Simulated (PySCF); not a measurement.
Basis-set dependence of population analyses: `NCC[BH2-][NH3+]`

Species: C2H11BN2.
Atom-mapped SMILES: `[NH2:1][CH2:2][CH2:3][BH2-:4][NH3+:5]` (hydrogens: H6, H7 on N1; H8, H9 on C2; H10, H11 on C3; H12, H13 on B4; H14, H15, H16 on N5)

PBE0 throughout (PySCF), one geometry, spherical d and f functions. Isolated species at its PBE0-D3(BJ)/def2-SVP geometry (one conformer only). Atoms taken as equivalent share a column and are averaged. The first 7 of 10 kinds of atom are listed.

Mulliken charges (e):

| basis | functions | N1 | C2 | C3 | B4 | N5 | H6/H7 | H8/H9 |
| --- | --- | --- | --- | --- | --- | --- | --- | --- |
| STO-3G | 36 | -0.422 | -0.074 | -0.238 | +0.058 | -0.425 | +0.184 | +0.058 |
| 6-31G | 67 | -0.774 | -0.219 | -0.451 | +0.213 | -0.894 | +0.315 | +0.150 |
| pcSseg-0 | 67 | -0.805 | -0.279 | -0.773 | +0.181 | -0.855 | +0.314 | +0.216 |
| 6-31G* | 92 | -0.806 | -0.214 | -0.438 | +0.082 | -0.887 | +0.339 | +0.150 |
| cc-pVDZ | 125 | -0.223 | -0.047 | -0.079 | -0.177 | +0.050 | +0.103 | +0.027 |
| def2-SVP | 125 | -0.293 | -0.012 | -0.123 | -0.167 | -0.031 | +0.127 | +0.020 |
| 6-311+G(2d,p) | 201 | -0.594 | -0.190 | -0.458 | +0.033 | -0.673 | +0.245 | +0.121 |
| aug-cc-pVDZ | 214 | -0.407 | +0.643 | +0.554 | -1.419 | -0.108 | +0.036 | -0.291 |
| def2-TZVP | 221 | -0.544 | -0.148 | -0.304 | -0.263 | -0.390 | +0.236 | +0.102 |
| IGLO-III | 285 | -0.557 | -0.185 | -0.410 | +0.036 | -0.571 | +0.254 | +0.117 |
| cc-pVTZ | 304 | -0.314 | -0.132 | -0.258 | -0.247 | -0.042 | +0.142 | +0.080 |

IAO charges (e):

```
        basis  functions      N1      C2      C3      B4      N5   H6/H7   H8/H9
       STO-3G         36  -0.451  -0.185  -0.378  -0.166  -0.378  +0.205  +0.112
        6-31G         67  -0.554  -0.166  -0.391  -0.206  -0.463  +0.254  +0.119
     pcSseg-0         67  -0.533  -0.164  -0.394  -0.220  -0.434  +0.245  +0.118
       6-31G*         92  -0.551  -0.140  -0.384  -0.196  -0.445  +0.250  +0.110
      cc-pVDZ        125  -0.548  -0.138  -0.384  -0.217  -0.437  +0.249  +0.110
     def2-SVP        125  -0.540  -0.134  -0.378  -0.213  -0.428  +0.246  +0.107
6-311+G(2d,p)        201  -0.573  -0.146  -0.397  -0.216  -0.460  +0.259  +0.116
  aug-cc-pVDZ        214  -0.570  -0.145  -0.395  -0.219  -0.456  +0.258  +0.116
    def2-TZVP        221  -0.570  -0.145  -0.397  -0.215  -0.460  +0.258  +0.116
     IGLO-III        285  -0.573  -0.147  -0.398  -0.216  -0.462  +0.259  +0.117
      cc-pVTZ        304  -0.569  -0.146  -0.398  -0.216  -0.460  +0.258  +0.116
```

Some averages cover members that differ in this geometry, most widely: H6/H7, Mulliken in aug-cc-pVDZ -0.050 to +0.121 e.

Question: Which scheme is steadiest as the basis changes?

Answer: Largest range over the bases for any column: IAO 0.12 e, Mulliken 1.63 e. IAO charges move least and Mulliken charges most, counted in e. Without the minimal STO-3G basis the ranges are IAO 0.04, Mulliken 1.63 e.

Question: How much do the charges still move between the two largest bases, IGLO-III and cc-pVTZ?

Answer: At most, over all atoms: Mulliken 0.529 e, IAO 0.004 e.

Question: What do the same runs give for the total energy, the frontier levels and the dipole moment?

Answer: 
```
        basis  energy (Eh)  HOMO (eV)  LUMO (eV)  μ (D)
       STO-3G    -214.2563      -4.58       8.97   4.92
        6-31G    -216.8701      -6.54       1.81   4.58
     pcSseg-0    -216.4395      -6.76       1.41   4.65
       6-31G*    -216.9204      -6.60       1.84   4.48
      cc-pVDZ    -216.9442      -6.71       1.17   4.52
     def2-SVP    -216.7790      -6.75       1.15   4.55
6-311+G(2d,p)    -217.0022      -6.91      -0.22   4.29
  aug-cc-pVDZ    -216.9633      -6.89      -0.45   4.26
    def2-TZVP    -217.0156      -6.88       0.49   4.34
     IGLO-III    -217.0262      -6.91       0.13   4.29
      cc-pVTZ    -217.0141      -6.87       0.56   4.34
```

The dipole is fixed by the density alone, so its range of 0.66 D shows that the density itself changes with the basis, not only its division among atoms.
